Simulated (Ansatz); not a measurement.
A structure relaxed at r2SCAN-D4/def2-SVP in Ansatz, charge 0, singlet:

Cartesian coordinates in Å:
```
I 0.932 1.338 -1.928
I -0.910 -1.313 1.891
Ni 0.012 0.017 -0.021
P 1.528 -1.504 -0.309
P -1.525 1.510 0.303
H 1.228 -2.866 -0.048
H 2.658 -1.373 0.542
H 2.208 -1.628 -1.549
H -2.011 1.761 1.611
H -2.764 1.217 -0.327
H -1.356 2.839 -0.165
```

Q: Give its formula, name or SMILES and point group.

A: trans-NiI2(PH3)2 (NiP₂H₆I₂). Point group C2 (tolerance 0.1 Å).

Q: Summarise the bond lengths by kind (pairs closer than 1.2 times the sum of covalent radii, bridged metal pairs left out).

A: 2 × Ni–P 2.17 Å; 2 × I–Ni 2.50 to 2.51 Å; 6 × H–P 1.42 Å. The metal has 4 neighbours: I 2.50 Å, I 2.51 Å, P 2.17 Å, P 2.17 Å.

In the def2 sets I takes a core potential; there is no spin–orbit coupling. The restricted singlet is unstable towards broken spin symmetry in Hartree–Fock (as tested in another run); at r2SCAN-D4/def2-SVP this wasn't settled. The relaxation made no stability test and no search for a lower SCF solution. No other spin state of charge 0 was run.
